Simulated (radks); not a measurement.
Hf3+, configuration [Xe] 4f14 5d1.

Method: non-relativistic Kohn-Sham, TPSS, spin-polarised, spherical densities, point nucleus; open shells are filled with parallel spins first (spin-orbit coupling, left out, can overturn this in heavy ions); meta-GGA in the generalised Kohn-Sham scheme; relativity is left out, which matters for an element this heavy; computed with a radial shooting solver on a logarithmic mesh with Libxc functionals.

Energy parts (eV):
total: -389755.91
kinetic: 389652.88
electron-nucleus: -926307.66
Hartree: 154850.32
exchange-correlation: -7951.45

Orbitals (lengths in bohr, moments of r in powers of bohr; r(max) is where P^2 peaks):
orbital,occ.,eigenvalue (eV),<r^2>,r(max),<r^4>,<1/r>
1s down,1,-60269.79,0.0005915,0.01396,8.823e-07,71.47
1s up,1,-60269.78,0.0005915,0.01396,8.823e-07,71.47
2s up,1,-9862.366,0.009286,0.07609,0.0001449,16.74
2s down,1,-9862.320,0.009286,0.07609,0.0001449,16.74
2p up,3,-9438.363,0.006877,0.05913,0.00009147,16.76
2p down,3,-9438.331,0.006877,0.05913,0.00009147,16.76
3s up,1,-2249.770,0.05850,0.2094,0.005104,6.418
3s down,1,-2249.770,0.05850,0.2094,0.005104,6.418
3p up,3,-2055.010,0.05426,0.1976,0.004583,6.362
3p down,3,-2055.006,0.05426,0.1976,0.004583,6.362
3d up,5,-1693.423,0.04242,0.1564,0.003153,6.278
3d down,5,-1693.397,0.04242,0.1564,0.003153,6.278
4s up,1,-462.1793,0.2907,0.4732,0.1227,2.751
4s down,1,-462.1580,0.2908,0.4732,0.1227,2.751
4p up,3,-381.7917,0.3032,0.4750,0.1373,2.656
4p down,3,-381.7687,0.3032,0.4750,0.1372,2.656
4d up,5,-236.4013,0.3352,0.4735,0.1823,2.452
4d down,5,-236.3677,0.3351,0.4735,0.1821,2.452
5s up,1,-82.9142,1.713,1.108,4.310,1.057
5s down,1,-82.3026,1.702,1.106,4.256,1.062
5p up,3,-60.6344,2.119,1.200,6.819,0.9447
5p down,3,-59.9074,2.107,1.196,6.754,0.9487
4f up,7,-50.1691,0.5394,0.4477,0.7272,1.969
4f down,7,-50.0577,0.5350,0.4476,0.7104,1.972
5d up,1,-28.1676,4.137,1.551,28.74,0.6741
5d down,0,-27.3391,4.155,1.549,28.95,0.6737
6s up,0,-23.8300,9.982,2.747,141.1,0.4236
6s down,0,-23.1989,9.834,2.742,136.8,0.4253
6p up,0,-18.7611,13.30,3.190,250.1,0.3651

The highest occupied level is 5d up at -28.168 eV. Virial ratio -V/T = 2.00026. Spin moment in Bohr magnetons: 1. The electron density at the nucleus is 2.67e+05 e/bohr^3. The spin density at the nucleus is -1.094 e/bohr^3 (1s -0.001, 2s -0.072, 3s -0.011, 4s 0.107, 5s -1.116).
